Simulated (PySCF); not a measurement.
SMILES C[SiH2][NH][Ge]([CH3])([CH3])[CH3] at its GFN2-xTB optimised geometry (Å):

```
22

Si    -1.7554     0.5203     0.2315
C     -1.6952     2.3954    -0.0286
N     -0.1609    -0.0866     0.0000
Ge     0.3536    -1.8550     0.0000
C      2.3414    -1.8550     0.0000
C     -0.4024    -2.6682     1.6387
C     -0.3694    -2.7517    -1.6233
H     -2.7325    -0.0704    -0.7047
H     -2.1768     0.1962     1.6023
H     -0.9867     2.8717     0.6413
H     -1.4173     2.6556    -1.0452
H     -2.6709     2.8272     0.1641
H      0.4826     0.5383    -0.4583
H      2.7241    -1.3149     0.8611
H      2.7325    -1.3857    -0.8987
H      2.7207    -2.8717     0.0409
H     -0.0703    -2.1295     2.5205
H     -1.4871    -2.6372     1.6098
H     -0.0917    -3.7050     1.7333
H     -1.4515    -2.6661    -1.6487
H     -0.1093    -3.8060    -1.6243
H      0.0293    -2.3015    -2.5276
```

Computed with PBE0/def2-SVP run with PySCF.

Map of the log10 of the electron density (e/bohr³), floored at −4 on the plane z = 0.6 Å:

```
|0000000000000000000000000000000|
|0000000000111000000000000000000|
|0000001222222210000000000000000|
|0000123333344331000000000000000|
|0001234455555543100000000000000|
|0001345666677654200000000000000|
|0002356777788764210000000000000|
|0002356777888764210000000000000|
|0002346677887654210000000000000|
|0001345677777643210000000000000|
|0001234567776543221000000000000|
|0001234567766544432100000000000|
|0001235667776655543210000000000|
|0002345679976776654320000000000|
|0012345679977788765321111000000|
|0012345677777888765432332210000|
|0002345566666788765434444321000|
|0001234555556677765545665532100|
|0001223444445667766566777643100|
|0000112333345667776667888653200|
|0000011223345678887777887653200|
|0000000123455678987777887643200|
|0000000123456677776667777543100|
|0000000124456677766566776543100|
|0000000123455666655555666542100|
|0000000123345555544444555432000|
|0000000012234455443333444321000|
|0000000001123344332222232210000|
|0000000000012233321101111000000|
|0000000000001122110000000000000|
|0000000000000001000000000000000|
```
Scale: ten equal steps from -4.00 (start of '0') to -0.078 (end of '9'), in the order '0123456789'; x runs from -5.00 to 5.00, y from -5.00 (bottom) to 5.00 (top).
